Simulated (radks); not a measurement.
Question: These are the eigenvalues of the occupied orbitals of an atom or ion with whole-number occupations (hartree). Calculated with a radial shooting solver on a logarithmic mesh with Libxc functionals: scalar-relativistic Kohn-Sham, r2SCAN, spin-polarised, spherical densities, finite nucleus; meta-GGA in the generalised Kohn-Sham scheme; Fermi nuclear charge, rms radius of each element as measured or else 0.836 A^(1/3) + 0.57 fm.

orbital  eigenvalue
1s down   -2636.328
1s up     -2636.327
2s up     -458.2901
2s down   -458.2761
2p up     -399.9139
2p down   -399.9032
3s up     -106.6767
3s down   -106.6757
3p up     -89.38312
3p down   -89.38104
3d up     -69.73655
3d down   -69.72886
4s up     -22.69082
4s down   -22.67988
4p up     -16.99281
4p down   -16.98327
4d up      -9.80600
4d down    -9.79436
5s up      -3.51349
5s down    -3.42062
5p up      -2.10324
5p down    -1.97386
4f up      -1.84771
4f down    -1.82521
5d up      -0.53423
6s up      -0.51288

Which element is it, and in what charge state? The configuration may be excited. Open shells, if any, are filled with parallel spins first.

Answer: Z = 75, rhenium, charge +1: Re+ in [Xe] 4f14 5d5 6s1. The list shows which subshells hold electrons but not how many an open one holds; the 1s level, -2636.3 hartree, gives Z - s = 72.6 by -(Z - s)^2/2, which with screening and relativity narrows Z to a few neighbours, and the depths of the outer levels then fix element, charge and occupations together.
